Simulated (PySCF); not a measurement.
## One molecule, a ladder of functionals, a line

Molecule: SMILES [BH3-][S+](C)C, C₂H₉BS.

Molfile (atoms numbered from 1):
```
C2H9BS
     RDKit          3D

 13 12  0  0  0  0  0  0  0  0999 V2000
   -0.4448    1.6601    0.3439 B   0  0  0  0  0  0  0  0  0  0  0  0
   -0.1717   -0.1895    0.8779 S   0  0  0  0  0  0  0  0  0  0  0  0
    1.5139   -0.5353    0.3556 C   0  0  0  0  0  0  0  0  0  0  0  0
   -1.0925   -1.1274   -0.3496 C   0  0  0  0  0  0  0  0  0  0  0  0
   -0.1291    1.7024   -0.8372 H   0  0  0  0  0  0  0  0  0  0  0  0
    0.2956    2.2687    1.1004 H   0  0  0  0  0  0  0  0  0  0  0  0
   -1.6311    1.8347    0.5735 H   0  0  0  0  0  0  0  0  0  0  0  0
    1.6484   -0.2217   -0.6892 H   0  0  0  0  0  0  0  0  0  0  0  0
    1.7399   -1.6025    0.4861 H   0  0  0  0  0  0  0  0  0  0  0  0
    2.1701    0.0635    1.0006 H   0  0  0  0  0  0  0  0  0  0  0  0
   -0.8263   -0.7783   -1.3571 H   0  0  0  0  0  0  0  0  0  0  0  0
   -0.8947   -2.2015   -0.2315 H   0  0  0  0  0  0  0  0  0  0  0  0
   -2.1558   -0.9244   -0.1653 H   0  0  0  0  0  0  0  0  0  0  0  0
  1  2  1  0
  2  3  1  0
  2  4  1  0
  1  5  1  0
  1  6  1  0
  1  7  1  0
  3  8  1  0
  3  9  1  0
  3 10  1  0
  4 11  1  0
  4 12  1  0
  4 13  1  0
M  CHG  2   1  -1   2   1
M  END
```

GIAO shieldings (ppm, equivalent atoms averaged) in PySCF 2.14.0 with density-fitted response routines on the PBE0-D3(BJ)/def2-SVP geometry, basis pcSseg-2, gas phase, non-relativistic:

| functional | exact exchange (%) | σ(B1) | σ(S2) | σ(C3/C4) |
| --- | --- | --- | --- | --- |
| BLYP | 0 | 117.1 | 430.4 | 141.9 |
| BP86 | 0 | 120.9 | 455.3 | 146.6 |
| PBE | 0 | 120.5 | 459.8 | 146.9 |
| B3LYP | 20 | 121.0 | 458.7 | 147.7 |
| PBE0 | 25 | 125.3 | 492.3 | 153.5 |
| BHandHLYP | 50 | 125.9 | 494.9 | 154.9 |
| HF | 100 | 133.9 | 550.2 | 165.6 |

Problem. Fit each shielding as a line in the percentage of exact exchange.

Solution. σ(B1) = 119.5 + 0.14 x (rms 1.5 ppm); σ(S2) = 449.3 + 1.01 x (rms 11.7 ppm); σ(C3/C4) = 145.3 + 0.20 x (rms 2.0 ppm). The functionals also differ in their semilocal parts, which the line can't hold; Hartree–Fock has no correlation at all.

Problem. What does the line predict for mPW1PW91 (25 %), and what does the run give?

Solution. σ(B1): 123.0 predicted, 125.0 computed; σ(S2): 474.6 predicted, 488.4 computed; σ(C3/C4): 150.3 predicted, 153.0 computed ppm.
